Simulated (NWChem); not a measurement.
# BeICl; SMILES [Cl][Be][I]

All runs: NWChem. Coordinates come from a PBE0/def2-SVP optimisation. def2 effective core potentials on I; no spin-orbit coupling. Field at 589 nm.

Problem. Estimate the computed values for B3LYP/def2-TZVPD (core potentials). Quantities: isotropic polarisability (bohr³); anisotropy (bohr³).

Solution. The isotropic polarisability (bohr³) comes out as 67.4 and the anisotropy (bohr³) is 34.2.
